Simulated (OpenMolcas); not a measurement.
**Ar2+, Kr2+, Xe2+: ns² np⁴ down the group**

```yaml
Program: OpenMolcas
Method: MS-RASPT2, IPEA 0.25 Eh, imaginary shift 0.1 Eh
Basis: ANO-RCC-VTZP
Scalar_Hamiltonian: DKH2, point nucleus
Spin-orbit_coupling: RASSI with atomic mean-field integrals over the reference wave functions, term energies averaged over their components
```

Active space for each ion: 6 electrons in 9 orbitals (RAS2 s p; RAS3 d, at most 2 electrons); closed shells correlated by CASPT2: Ar2+ 2s 2p; Kr2+ 3d; Xe2+ 4d.

Computed levels in cm-1 above ³P₂:

```tsv
Level	Ar2+	Kr2+	Xe2+
³P₁	998	4050	8490
³P₀	1424	4930	7780
¹D₂	14580	15060	16420
¹S₀	33850	33510	34620
weight of ³P in the lowest level (%)	100	97	90
```

Measured, with the error of the calculation in %. Measured levels: Ar2+ from Saloman, J. Phys. Chem. Ref. Data 39, 033101 (2010); Kr2+ from Saloman, J. Phys. Chem. Ref. Data 36, 215 (2007); Xe2+ from Saloman, J. Phys. Chem. Ref. Data 33, 765 (2004).

```tsv
Level	Ar2+	Kr2+	Xe2+
³P₁	1112 (-10.3)	4548 (-11.0)	9794 (-13.4)
³P₀	1570 (-9.3)	5313 (-7.3)	8130 (-4.3)
¹D₂	14010 (+4.1)	14644 (+2.8)	17099 (-4.0)
¹S₀	33266 (+1.7)	33080 (+1.3)	36103 (-4.1)
```

The fine-structure level ³P₀ changes by a factor of 5.46 from Ar2+ to Xe2+.

Without spin-orbit coupling ¹D lies 14030, 12360, 9770 cm-1 above ³P in that order; the difference to the level ¹D₂, of either sign, comes from spin-orbit coupling, which also lowers the zero.

CASPT2 breaks the degeneracy within a term, and the mean is taken; among the terms shown or strongly mixed into the levels shown the widest spread is 88 cm-1 (3s² 3p⁴ ¹D, Ar2+). Active for correlation alone: 3d; no level in the range computed is led by a configuration that fills it, so any true level of that kind is missing (holds for Ar2+). The run also gave levels led by 4s² 4p³ 4d, which use shells meant for correlation; these and all levels above them are left out (holds for Kr2+). The run also gave levels led by 5s 5p⁴ 5d, which use shells meant for correlation; these and all levels above them are left out (holds for Xe2+). Computed and measured levels are paired by configuration, term and J; levels that our copy of the source lacks, or whose pairing is in doubt (as where it misses far off the trend of its configuration), stay unpaired and out of the deviations. Levels of configurations outside the active space are missing.
